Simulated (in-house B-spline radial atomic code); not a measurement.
A run on an ion of nuclear charge 63 with 63.3 electrons that did not converge. Method: scalar-relativistic (X2C) B97-1, spin-polarised, spherical fractional occupations, Fermi nucleus of rms radius 5.1115 fm; computed with a B-spline radial code for spherical atoms.

Command:
```bash
python run_scf.py task.json out
```
Settings (nuclear radius in fm, mass in u):
```
Z                63
configuration    [Xe] 4f7.3 6s2
hamiltonian      x2c
method           b97_1
spin_polarised   True
nucleus          fermi
rms_radius       5.1115
atomic_mass      152.92124
speed_of_light   137.035999084
```

First and last ten iterations of the last attempt (damped for 15 steps, keeping 80 % of the old Fock matrix, then DIIS):
```
 iter        energy (Eh)    residual
    1      -10814.538239    6.24e-01
    2      -10815.269797    1.01e+00
    3      -10829.388030    6.48e-01
    4      -10836.820444    3.84e-01
    5      -10840.481135    2.45e-01
    6      -10842.159456    1.61e-01
    7      -10842.879058    9.92e-02
    8      -10843.175654    6.43e-02
    9      -10843.300844    4.26e-02
   10      -10843.359967    3.16e-02
  111      -10843.486334    1.05e-04
  112      -10843.486333    1.11e-04
  113      -10843.486331    9.87e-05
  114      -10843.486248    1.52e-04
  115      -10843.486191    1.56e-04
  116      -10843.486241    1.12e-04
  117      -10843.486305    1.63e-04
  118      -10843.486294    1.18e-04
  119      -10843.486311    1.47e-04
  120      -10843.486298    1.17e-04
 not converged after 120 iterations
```

The smallest residual met was 2.7e-05; the threshold is about 6e-07. No energy from this run should be used. The likely cause: this method binds the added charge weakly or not at all at the basis-set limit, so charge moves back and forth between the atom and the box. Time taken, with all properties: 5.4 s on 1 thread of Arm Neoverse V1, with other jobs on the host.
